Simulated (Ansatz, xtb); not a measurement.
## Relative energy of two isomers of C3H9BO2

We compare a, `CCCB(O)O`, a singlet, with b, `CC(C)B(O)O`, a singlet. Both are isolated molecules in the gas phase, relaxed with B3LYP/def2-SVP; each stands in its lowest conformer found.

a (Å):

| atom | x (Å) | y (Å) | z (Å) |
| --- | --- | --- | --- |
| C | -2.7188 | -0.3890 | -0.7128 |
| C | -1.9789 | 0.7050 | -1.4870 |
| C | -0.9232 | 1.4594 | -0.6465 |
| B | 0.2740 | 0.5279 | -0.1850 |
| O | 1.3085 | 0.3155 | -1.0478 |
| O | 0.3224 | -0.1219 | 1.0234 |
| H | -3.4571 | -0.9059 | -1.3468 |
| H | -2.0257 | -1.1536 | -0.3231 |
| H | -3.2645 | 0.0317 | 0.1501 |
| H | -1.4863 | 0.2603 | -2.3694 |
| H | -2.7158 | 1.4249 | -1.8848 |
| H | -0.5095 | 2.2872 | -1.2473 |
| H | -1.4217 | 1.9262 | 0.2243 |
| H | 1.9603 | -0.2983 | -0.6819 |
| H | -0.4414 | 0.0560 | 1.5833 |

b (Å):

| atom | x (Å) | y (Å) | z (Å) |
| --- | --- | --- | --- |
| C | 0.1456 | 0.9807 | 0.0774 |
| C | -0.0856 | -0.2784 | 0.9262 |
| C | -1.1735 | -1.1811 | 0.3053 |
| B | 1.2291 | -1.1345 | 1.1490 |
| O | 2.1413 | -1.2173 | 0.1298 |
| O | 1.3808 | -1.7893 | 2.3437 |
| H | -0.7895 | 1.5516 | -0.0573 |
| H | 0.5262 | 0.7218 | -0.9242 |
| H | 0.8827 | 1.6574 | 0.5406 |
| H | -0.4436 | 0.0287 | 1.9259 |
| H | -1.3782 | -2.0649 | 0.9317 |
| H | -0.8716 | -1.5410 | -0.6934 |
| H | -2.1247 | -0.6345 | 0.1822 |
| H | 2.9095 | -1.7768 | 0.2971 |
| H | 2.1742 | -2.3330 | 2.4253 |

Q: Estimate which is lower in electronic energy at CCSD(T)/def2-SVP + ΔMP2/def2-TZVPP, and by roughly how much.

A: The CCSD(T)/def2-SVP + ΔMP2/def2-TZVPP calculation puts structure a lower, by 3.0 kcal/mol.

Level by level:

```csv
level,geometry,E(b) − E(a) (kcal/mol),departure from the last row (kcal/mol),"job, with rough time for the two"
GFN2-xTB,GFN2-xTB,+2.4,−0.6,"optimisation, 0.24 s"
HF/STO-3G,GFN2-xTB,+4.3,+1.2,"single point, 0.36 s"
r2SCAN-D4/def2-SVP,GFN2-xTB,+4.0,+1.0,"single point, 5.2 s"
B3LYP/def2-SVP,B3LYP/def2-SVP,+4.0,+1.0,"optimisation, 1.7 min"
HF/def2-SVP,B3LYP/def2-SVP,+4.1,+1.1,part of the CCSD(T) run
MP2/def2-SVP,B3LYP/def2-SVP,+3.6,+0.6,part of the CCSD(T) run
CCSD(T)/def2-SVP,B3LYP/def2-SVP,+3.7,+0.6,single point
CCSD(T)/def2-SVP + ΔMP2/def2-TZVPP,B3LYP/def2-SVP,+3.0,,"single point, 85 s"
```

As drawn, both hold the same kinds of bond in the same numbers. Structure a has 1 methyl group, b 2.

The levels shown agree on the order. The largest departure from CCSD(T)/def2-SVP + ΔMP2/def2-TZVPP is that of HF/STO-3G, 1.2 kcal/mol. The last row adds to CCSD(T) the change of the MP2 difference between the two basis sets, here −0.6 kcal/mol.

With thermal terms from frequencies at re-optimised GFN2-xTB minima (ideal gas, soft modes damped towards free rotors, one conformer each, 298.15 K, 1 atm): the zero-point term adds −0.5 kcal/mol; ΔH is +2.7 and ΔG +2.6 kcal/mol.

The correlated steps freeze 6 core orbitals. Codes used: Ansatz 0.2.0, xtb 6.7.1; the last row on 2 threads of Arm Neoverse V2 on a shared host.
